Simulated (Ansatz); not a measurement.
Born–Oppenheimer molecular dynamics of CH5AlClFO (10 atoms, charge 0, multiplicity 1). It starts from a rough guess of a transition structure, not a stationary point.

Level of theory: Ansatz 0.2.0, UKS B3LYP/6-31G.

```
ensemble                      : NVE (velocity Verlet)
time step                     : 0.5 fs
steps asked                   : 150
starting velocities drawn for : 300 K
seed                          : 837281
```

Frames 5 fs apart, positions in Å, forces in eV/Å.

Velocities at 10.0 fs (Å/ps):

```
Al 10.65 1.65 8.27
O -8.33 -2.17 6.64
C -1.42 -0.80 -1.16
Cl -4.15 2.72 -2.15
H 62.83 19.35 5.30
F -4.29 -4.64 -9.08
H 3.27 -23.55 -36.94
H -13.88 -24.87 1.50
H 19.07 21.25 -9.75
H 19.46 -0.49 -26.30
```

```xyz
10
Properties=species:S:1:pos:R:3:forces:R:3 time_fs=10.0 energy_less_start_eV=-0.697 T=974
Al -0.602 0.028 -0.266 1.09 4.08 2.11
O 1.029 1.205 -0.844 -0.07 -1.05 -1.78
C 0.019 -1.514 0.604 0.10 -0.81 -0.13
Cl -2.245 0.579 -1.515 -0.66 -0.01 -0.78
H 0.934 1.749 -0.054 -0.48 0.71 2.04
F -0.363 1.659 0.966 -0.44 -1.91 -1.00
H 1.054 1.818 -1.595 0.11 -0.28 -0.69
H 1.105 -1.495 0.424 -0.12 -0.41 0.30
H -0.215 -1.543 1.674 0.18 0.16 -0.09
H -0.448 -2.379 0.136 0.29 -0.48 0.03
10
Properties=species:S:1:pos:R:3:forces:R:3 time_fs=15.0 energy_less_start_eV=-0.830 T=1102
Al -0.545 0.056 -0.217 0.00 4.42 1.01
O 0.989 1.196 -0.823 0.90 0.59 0.08
C 0.013 -1.528 0.591 1.01 -1.33 -0.55
Cl -2.267 0.592 -1.527 0.25 -0.33 -0.13
H 1.164 1.820 0.012 -1.20 -1.31 -1.91
F -0.388 1.624 0.916 -0.46 -1.68 -0.11
H 1.075 1.610 -1.713 0.17 -0.07 0.64
H 1.093 -1.638 0.452 0.33 0.34 0.09
H -0.137 -1.452 1.669 -0.46 -0.58 0.03
H -0.349 -2.418 0.053 -0.53 -0.04 0.86
10
Properties=species:S:1:pos:R:3:forces:R:3 time_fs=20.0 energy_less_start_eV=-1.131 T=1393
Al -0.489 0.121 -0.158 -1.38 1.66 -0.09
O 0.958 1.185 -0.811 0.12 -2.71 -3.86
C 0.027 -1.567 0.571 1.43 -0.54 0.47
Cl -2.287 0.603 -1.541 0.82 -0.46 0.29
H 1.197 1.767 -0.130 0.51 2.21 1.75
F -0.418 1.569 0.865 -0.56 -0.41 1.20
H 1.147 1.381 -1.748 0.34 0.31 0.47
H 1.133 -1.714 0.501 -0.41 0.37 -0.07
H -0.153 -1.483 1.661 -0.29 -0.41 -0.32
H -0.362 -2.485 0.137 -0.58 -0.01 0.17
10
Properties=species:S:1:pos:R:3:forces:R:3 time_fs=25.0 energy_less_start_eV=-0.791 T=1064
Al -0.445 0.199 -0.102 -2.34 -3.92 -2.56
O 0.938 1.153 -0.833 2.40 1.88 0.04
C 0.061 -1.617 0.556 -1.32 0.24 0.50
Cl -2.302 0.611 -1.553 1.07 -0.45 0.55
H 1.206 1.914 -0.181 -0.85 -1.57 -1.54
F -0.455 1.511 0.830 -0.47 3.32 3.83
H 1.293 1.236 -1.727 0.21 0.01 -0.27
H 1.134 -1.720 0.533 0.57 -0.39 -0.20
H -0.235 -1.600 1.612 0.24 0.35 0.44
H -0.485 -2.533 0.259 0.49 0.52 -0.79
10
Properties=species:S:1:pos:R:3:forces:R:3 time_fs=30.0 energy_less_start_eV=-0.507 T=788
Al -0.421 0.243 -0.068 -2.23 -7.18 -4.14
O 0.948 1.134 -0.870 2.17 0.16 -2.19
C 0.079 -1.660 0.554 -0.35 1.50 1.16
Cl -2.310 0.616 -1.561 1.18 -0.44 0.68
H 1.096 1.960 -0.403 0.02 0.83 0.43
F -0.498 1.494 0.843 -0.42 5.53 4.95
H 1.472 1.080 -1.703 -0.49 -0.24 0.49
H 1.188 -1.798 0.524 -0.87 -0.27 -0.09
H -0.258 -1.650 1.627 0.67 0.25 -0.35
H -0.524 -2.494 0.208 0.32 -0.14 -0.94
10
Properties=species:S:1:pos:R:3:forces:R:3 time_fs=35.0 energy_less_start_eV=-1.122 T=1383
Al -0.416 0.229 -0.068 -1.53 -3.28 -1.84
O 0.986 1.123 -0.932 0.18 1.47 0.56
C 0.085 -1.678 0.567 -0.83 1.02 -1.48
Cl -2.310 0.618 -1.564 1.23 -0.48 0.73
H 0.997 2.068 -0.574 0.25 -1.22 -0.75
F -0.546 1.540 0.914 0.05 2.10 1.91
H 1.589 0.885 -1.643 0.27 0.19 -0.29
H 1.127 -1.937 0.488 0.73 0.14 -0.15
H -0.161 -1.654 1.615 -0.43 -0.43 0.61
H -0.476 -2.442 -0.021 0.08 0.50 0.70
10
Properties=species:S:1:pos:R:3:forces:R:3 time_fs=40.0 energy_less_start_eV=-1.118 T=1379
Al -0.426 0.185 -0.084 -1.02 1.08 0.67
O 1.033 1.119 -0.993 -0.56 0.25 0.27
C 0.082 -1.674 0.561 1.25 0.81 -0.22
Cl -2.301 0.616 -1.563 1.25 -0.54 0.70
H 0.932 2.103 -0.872 0.53 -0.92 -0.35
F -0.594 1.614 1.009 0.43 -1.22 -0.84
H 1.711 0.746 -1.587 -0.10 0.62 0.09
H 1.144 -2.026 0.430 -0.52 0.89 0.17
H -0.133 -1.743 1.657 -0.36 -0.33 -1.00
H -0.434 -2.325 -0.134 -0.89 -0.65 0.49
10
Properties=species:S:1:pos:R:3:forces:R:3 time_fs=45.0 energy_less_start_eV=-0.917 T=1184
Al -0.445 0.150 -0.096 -0.88 3.24 1.65
O 1.071 1.111 -1.053 -0.38 -0.83 0.06
C 0.092 -1.656 0.542 -1.46 -0.01 -1.43
Cl -2.284 0.611 -1.557 1.19 -0.55 0.62
H 0.980 2.066 -1.182 -0.08 0.34 0.11
F -0.636 1.674 1.096 0.55 -2.52 -1.85
H 1.831 0.727 -1.526 -0.09 0.03 0.08
H 1.113 -1.945 0.394 0.85 -0.01 -0.15
H -0.194 -1.901 1.554 -0.14 0.30 0.58
H -0.543 -2.305 -0.110 0.45 0.00 0.34
10
Properties=species:S:1:pos:R:3:forces:R:3 time_fs=50.0 energy_less_start_eV=-0.464 T=749
Al -0.471 0.142 -0.093 -0.79 4.02 1.78
O 1.103 1.096 -1.111 -0.49 1.65 -0.98
C 0.084 -1.638 0.504 -0.43 -0.60 0.29
Cl -2.259 0.603 -1.547 1.00 -0.47 0.47
H 1.011 2.046 -1.507 -0.21 -2.04 1.17
F -0.671 1.704 1.160 0.57 -2.88 -2.12
H 1.937 0.715 -1.444 -0.07 -0.28 0.22
H 1.173 -1.838 0.343 -0.93 -0.14 0.15
H -0.261 -1.977 1.511 0.81 1.04 -0.03
H -0.582 -2.317 -0.040 0.54 -0.31 -0.95
10
Properties=species:S:1:pos:R:3:forces:R:3 time_fs=55.0 energy_less_start_eV=-0.753 T=1028
Al -0.505 0.170 -0.074 -0.46 3.62 1.54
O 1.130 1.084 -1.176 -0.16 -3.38 1.94
C 0.061 -1.630 0.464 -0.97 -0.03 -0.63
Cl -2.228 0.591 -1.534 0.69 -0.30 0.25
H 0.982 1.858 -1.657 -0.39 2.43 -1.45
F -0.699 1.697 1.198 0.59 -2.85 -2.13
H 2.002 0.659 -1.312 -0.38 0.33 0.04
H 1.115 -1.767 0.313 0.81 -0.20 -0.05
H -0.181 -1.845 1.499 -0.01 0.13 0.40
H -0.489 -2.377 -0.141 0.28 0.25 0.10
10
Properties=species:S:1:pos:R:3:forces:R:3 time_fs=60.0 energy_less_start_eV=-0.818 T=1092
Al -0.542 0.229 -0.043 0.20 2.33 1.01
O 1.147 1.050 -1.227 -2.31 1.28 -0.73
C 0.029 -1.622 0.418 1.80 1.10 0.35
Cl -2.191 0.577 -1.518 0.24 -0.06 -0.08
H 0.933 1.817 -1.906 1.08 -2.18 1.79
F -0.720 1.654 1.208 0.55 -2.37 -1.79
H 2.032 0.658 -1.182 0.20 0.40 -0.42
H 1.142 -1.726 0.284 -0.55 0.33 0.05
H -0.088 -1.675 1.527 -0.50 -0.76 -0.77
H -0.356 -2.405 -0.238 -0.71 -0.07 0.58
10
Properties=species:S:1:pos:R:3:forces:R:3 time_fs=65.0 energy_less_start_eV=-1.160 T=1422
Al -0.578 0.309 -0.002 0.73 -0.20 -0.18
O 1.138 1.016 -1.274 -0.33 -2.33 3.25
C 0.024 -1.593 0.374 0.64 1.44 -0.15
Cl -2.153 0.562 -1.504 -0.25 0.16 -0.45
H 1.036 1.574 -1.993 -0.59 2.10 -2.65
F -0.734 1.583 1.197 0.40 -0.77 -0.51
H 2.060 0.747 -1.136 -0.03 -0.07 0.10
H 1.110 -1.627 0.256 0.36 0.04 -0.18
H -0.106 -1.667 1.444 -0.46 -0.71 0.54
H -0.363 -2.434 -0.210 -0.47 0.34 0.24
```

Of the whole run (75 fs, mean temperature of the second half 1122 K): The conserved energy stayed within 0.35 meV per atom of its start (net change -0.18 meV per atom), so the integration is sound. The system heated up, since it started high on the potential surface and ran downhill. A run of 0.075 ps of so small a system gives no equilibrium averages. The orbitals stay closed-shell, which can raise the energy where a bond breaks towards radicals; this wasn't checked here. Limits of this set-up: no polarisation functions.

Time of the run: 15 min on 1 thread of Arm Neoverse V1 (shared host), peak memory 0.2 GiB.
